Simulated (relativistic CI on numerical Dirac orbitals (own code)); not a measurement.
# Sm XLIII: sensitivity of the levels to the model

Base calculation: Dirac-Coulomb-Breit CI, KLI orbitals optimised for each configuration, model QED (radiative potential, 1s self-energy scaled to tabulated hydrogen-like ionisation energies), unscaled Slater integrals.

Configuration list (outside the closed core [Ne]): 3s2 3p6 3d2, 3s2 3p5 3d3, 3s 3p6 3d3, 3s2 3p6 3d 4s, 3s2 3p6 3d 4p, 3s2 3p6 3d 4d, 3s2 3p5 3d2 4s, 3s2 3p6 3d 4f, 3s2 3p5 3d2 4p, 3s2 3p5 3d2 4d, 3p6 3d4, 3p5 3d5, 3p5 3d4 4s, 3p6 3d3 4s, 3p5 3d3 4s2. Double excitations out of closed p, d and f shells are left out; levels of such configurations are missing from the list, as are those of other unlisted configurations, and high levels can miss mixing partners. These lack a partner that the ground configuration has and come out too high: 3s2 3p5 3d2 4p, 3s2 3p5 3d2 4d.

Variants: (1) P86 correlation estimate; (2) QED terms removed; (3) one mean potential for all configurations. Shifts of the energy above 3s2 3p6 3d2 3F_2, in cm⁻¹, for the lowest level and the first level of each name with at least 55 % of one term (blank where a level changes its place among those of its configuration and J or its character, or is not in the variant):

```
            Level     Base   Δ(1)   Δ(2)  Δ(3)
 3s2 3p6 3d2 3F_2        0      0      0     0
 3s2 3p6 3d2 3P_0   145235     +3    -27   -20
 3s2 3p6 3d2 3F_3   239815      0   -704   +74
 3s2 3p6 3d2 1G_4   325578      0   -745   +69
 3s2 3p6 3d2 3P_1   337894     +4   -686   +52
 3s2 3p6 3d2 3F_4   539453      0  -1370  +134
 3s2 3p6 3d2 1S_0   757167     +2  -1355   +97
3s2 3p5 3d3 5D°_0  1771219  +3043  +2632  -439
3s2 3p5 3d3 3I°_7  2285346  +3042  +1350  -467
3s2 3p5 3d3 3D°_1  2361866  +3043  +1369  -461
```

At this charge energies of transitions that change n are usually good to better than 1 %, and those within a shell (Δn = 0) to a few per cent.

Ionisation energy from the two ground configurations alone: base 3253.65 eV; P86 correlation estimate 3255.48 eV. The NIST ASD value (theoretical) is 3253 eV.

LS names give the leading component of a level, which can be under half, so a name can repeat, a term be missing and a line seem to break the LS rules.
